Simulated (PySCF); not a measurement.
```xyz
5
charge 1 multiplicity 1, angstrom
V     0.0000    0.0000    0.0000
F     0.9479   -0.9479   -0.9479
F    -0.9479   -0.9479    0.9479
F     0.9479    0.9479    0.9479
F    -0.9479    0.9479   -0.9479
```

All numbers come from PBE0/[V def2-TZVP, F def2-TZVP], no relativity, density fitting, PySCF.

This geometry of VF₄⁺ is a stationary point at this level.

**Question.** What is the point group?

**Answer.** Td.

**Question.** Is it a minimum?

**Answer.** Yes: all harmonic wavenumbers are real.

**Question.** Give the atomic charges and bond orders.

**Answer.** 
```json
{"atom": "V1", "Mulliken": "1.86", "Löwdin": "0.86", "polar tensor": "2.75", "Mayer order to V1": "–"}
{"atom": "F2,3,4,5", "Mulliken": "-0.21", "Löwdin": "0.04", "polar tensor": "-0.44", "Mayer order to V1": "1.17"}
```

**Question.** Give the ideal-gas entropy at 298.15 K and 1 bar by parts.

**Answer.** translation 169.3, rotation 89.2, vibration 38.7, spin 0.0; total 297.2 J/(mol K).

Stability towards spin polarisation was not tested. This need not be the most stable arrangement of these atoms.
